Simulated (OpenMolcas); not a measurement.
## Rh6+: the spin-orbit constant, worked from levels

```
Program             : OpenMolcas
Basis               : ANO-RCC-VTZP [7s6p4d2f1g]
Scalar Hamiltonian  : DKH2, point nucleus
Active space        : 3 electrons in 10 orbitals (4d 5d)
State averaging     : 2S+1 = 4 even, 10 roots; 2S+1 = 2 even, 40 roots
Spin-orbit coupling : state interaction with AMFI integrals over the reference wave functions, term energies averaged over their components
```

Methods: CASSCF; MS-CASPT2, IPEA 0.25 Eh, imaginary shift 0.1 Eh (closed shells correlated: 4s 4p).

**The spin-orbit constant.** For the Hund term ⁴F of d3, E(J) = (A/2) J(J+1) + constant and ζ = 2S·A = 3A. From J = 3/2 to J = 9/2 the energy changes by 10.5 A.

```
   Source  E(9/2) - E(3/2)      A     ζ
   CASSCF           6437.3  613.1  1839
MS-CASPT2           6438.9  613.2  1840
```

All in cm-1. Both methods take the spin-orbit matrix elements from the reference wave functions, so the second can move ζ only through the term energies and any multistate remixing. Second-order mixing with other terms is absorbed into this ζ.

CASPT2 does not keep the components of a term degenerate, so their means are used; among the terms shown or strongly mixed into the levels shown the widest spread is 920 cm-1 (4d³ ⁴F, MS-CASPT2). Active for correlation alone: 5d; no level in the range computed is led by a configuration that fills it, so any true level of that kind is missing. Without dynamic correlation excited terms often stand tens of per cent too high (terms of higher spin than the ground term too low), and those without a measured partner can miss by more than the paired ones (holds for CASSCF). Levels of configurations outside the active space are missing.
